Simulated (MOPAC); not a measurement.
MOPAC input (MNDO):

```
MNDO 1SCF CHARGE=-1 GEO-OK AUX(PRECISION=9) THREADS=1
C4H4N

C    -1.80766745 1   -0.12541184 1    0.05783242 1
C    -0.64325662 1   -1.09471643 1    0.03534137 1
C     0.66971766 1   -0.81910144 1   -0.00925837 1
C     1.11178125 1    0.50812232 1   -0.04162774 1
N     1.62036726 1    1.56467281 1   -0.07225544 1
H    -1.45419284 1    0.90727546 1    0.03235136 1
H    -2.48054554 1   -0.27739282 1   -0.79844251 1
H    -2.42606234 1   -0.25270018 1    0.95808535 1
H    -0.96521916 1   -2.14324777 1    0.06006774 1
```

Output:

```
 *******************************************************************************
 **                                                                           **
 **                              MOPAC v23.2.5                                **
 **                                                                           **
 *******************************************************************************
 ** MOPAC's Digital Object Identifier: https://doi.org/10.5281/zenodo.6511958 **
 **                                                                           **
 ** Please cite the open-source release paper for use of this MOPAC version:  **
 ** J. E. Moussa and J. J. P. Stewart (2026)                                  **
 ** MOPAC: An open-source semiempirical molecular orbital program             **
 ** J. Open Source Softw., 11(119), 8025, https://doi.org/10.21105/joss.08025 **
 *******************************************************************************

                              MNDO CALCULATION RESULTS

 *******************************************************************************
 *  MNDO       - The MNDO Hamiltonian to be used
 *  GEO-OK     - OVERRIDE INTERATOMIC DISTANCE AND OTHER SAFETY CHECKS
 *
 *
 *
 *                 CHARGE ON SYSTEM = -1
 *
 *
 *
 *  1SCF       - DO 1 SCF AND THEN STOP
 *  AUX        - OUTPUT AUXILIARY INFORMATION
 *******************************************************************************
MNDO 1SCF CHARGE=-1 GEO-OK AUX(PRECISION=9) THREADS=1
 C4H4N

   ATOM   CHEMICAL          X               Y               Z
  NUMBER   SYMBOL      (ANGSTROMS)     (ANGSTROMS)     (ANGSTROMS)

     1       C         -1.80766745  *  -0.12541184  *   0.05783242  *
     2       C         -0.64325662  *  -1.09471643  *   0.03534137  *
     3       C          0.66971766  *  -0.81910144  *  -0.00925837  *
     4       C          1.11178125  *   0.50812232  *  -0.04162774  *
     5       N          1.62036726  *   1.56467281  *  -0.07225544  *
     6       H         -1.45419284  *   0.90727546  *   0.03235136  *
     7       H         -2.48054554  *  -0.27739282  *  -0.79844251  *
     8       H         -2.42606234  *  -0.25270018  *   0.95808535  *
     9       H         -0.96521916  *  -2.14324777  *   0.06006774  *

          CARTESIAN COORDINATES

    NO.       ATOM           X           Y           Z

     1         C         -1.8077     -0.1254      0.0578
     2         C         -0.6433     -1.0947      0.0353
     3         C          0.6697     -0.8191     -0.0093
     4         C          1.1118      0.5081     -0.0416
     5         N          1.6204      1.5647     -0.0723
     6         H         -1.4542      0.9073      0.0324
     7         H         -2.4805     -0.2774     -0.7984
     8         H         -2.4261     -0.2527      0.9581
     9         H         -0.9652     -2.1432      0.0601

  H: (MNDO): M.J.S. DEWAR, W. THIEL, J. AM. CHEM. SOC., 99, 4899, (1977)
  C: (MNDO): M.J.S. DEWAR, W. THIEL, J. AM. CHEM. SOC., 99, 4899, (1977)
  N: (MNDO): M.J.S. DEWAR, W. THIEL, J. AM. CHEM. SOC., 99, 4899, (1977)

           Empirical Formula: C4 H4 N  =     9 atoms

      MOLECULAR POINT GROUP   :   Cs

      RHF CALCULATION, NO. OF DOUBLY OCCUPIED LEVELS = 13

 -------------------------------------------------------------------------------
 MNDO 1SCF CHARGE=-1 GEO-OK AUX(PRECISION=9) THREADS=1
 C4H4N

     1SCF WAS SPECIFIED, SO BFGS WAS NOT USED
     SCF FIELD WAS ACHIEVED

                              MNDO CALCULATION
                                                       MOPAC v23.2.5 Linux

          FINAL HEAT OF FORMATION =         56.24215 KCAL/MOL =     235.31716 KJ/MOL

          COSMO AREA              =        113.63 SQUARE ANGSTROMS
          COSMO VOLUME            =         98.39 CUBIC ANGSTROMS

          IONIZATION POTENTIAL    =          2.546103 EV
          HOMO LUMO ENERGIES (EV) =         -2.546  6.310
          NO. OF FILLED LEVELS    =         13
          MOLECULAR WEIGHT        =         66.0823         POINT GROUP:  Cs

          MOLECULAR DIMENSIONS (Angstroms)

            Atom       Atom       Distance
            H     7    N     5     4.55390
            H     9    H     6     2.98709
            N     5    H     8     1.72218

          SCF CALCULATIONS        =          1

   ATOM   CHEMICAL          X               Y               Z
  NUMBER   SYMBOL      (ANGSTROMS)     (ANGSTROMS)     (ANGSTROMS)

     1       C         -1.80766745  *  -0.12541184  *   0.05783242  *
     2       C         -0.64325662  *  -1.09471643  *   0.03534137  *
     3       C          0.66971766  *  -0.81910144  *  -0.00925837  *
     4       C          1.11178125  *   0.50812232  *  -0.04162774  *
     5       N          1.62036726  *   1.56467281  *  -0.07225544  *
     6       H         -1.45419284  *   0.90727546  *   0.03235136  *
     7       H         -2.48054554  *  -0.27739282  *  -0.79844251  *
     8       H         -2.42606234  *  -0.25270018  *   0.95808535  *
     9       H         -0.96521916  *  -2.14324777  *   0.06006774  *

                             CARTESIAN COORDINATES

   1    C       -1.807667450    -0.125411840     0.057832420
   2    C       -0.643256620    -1.094716430     0.035341370
   3    C        0.669717660    -0.819101440    -0.009258370
   4    C        1.111781250     0.508122320    -0.041627740
   5    N        1.620367260     1.564672810    -0.072255440
   6    H       -1.454192840     0.907275460     0.032351360
   7    H       -2.480545540    -0.277392820    -0.798442510
   8    H       -2.426062340    -0.252700180     0.958085350
   9    H       -0.965219160    -2.143247770     0.060067740

           Empirical Formula: C4 H4 N  =     9 atoms

      MOLECULAR POINT GROUP   :   Cs

                  EIGENVALUES
 -33.38318 -30.12202 -23.83666 -17.06844 -10.83655  -9.94920  -9.86026  -8.72304
  -8.17120  -7.88317  -7.26281  -3.81456  -2.54610   6.31032   7.54297   8.36229
   8.61453   8.95723   9.35465  10.12887  10.61108  11.26579  12.84045  13.38469

              NET ATOMIC CHARGES AND DIPOLE CONTRIBUTIONS

  ATOM NO.   TYPE          CHARGE      No. of ELECS.   s-Pop       p-Pop
    1          C           0.082791        3.9172     1.20780     2.70941
    2          C          -0.217196        4.2172     1.21070     3.00650
    3          C          -0.379952        4.3800     1.40389     2.97606
    4          C           0.021853        3.9781     1.27374     2.70441
    5          N          -0.355157        5.3552     1.82139     3.53377
    6          H          -0.027448        1.0274     1.02745
    7          H          -0.058235        1.0582     1.05824
    8          H          -0.058234        1.0582     1.05823
    9          H          -0.008421        1.0084     1.00842
 DIPOLE           X         Y         Z       TOTAL
 POINT-CHG.    -1.786     0.213     0.052     1.799
 HYBRID        -1.443     0.353     0.040     1.486
 SUM           -3.228     0.566     0.092     3.279

          ATOMIC ORBITAL ELECTRON POPULATIONS

     Atom    s        px        py        pz
    1  C   1.20780   0.92619   0.92515   0.85807
    2  C   1.21070   0.90046   0.88703   1.21901
    3  C   1.40389   1.16701   1.05754   0.75151
    4  C   1.27374   0.89844   0.90045   0.90551
    5  N   1.82139   1.25308   1.16773   1.11295
    6  H   1.02745
    7  H   1.05824
    8  H   1.05823
    9  H   1.00842

 **********************
 *                    *
 * JOB ENDED NORMALLY *
 *                    *
 **********************

 == MOPAC DONE ==
```

The dipole moment of an ion depends on the origin.

The geometry given is a B3LYP-D3(BJ)/def2-TZVP minimum.
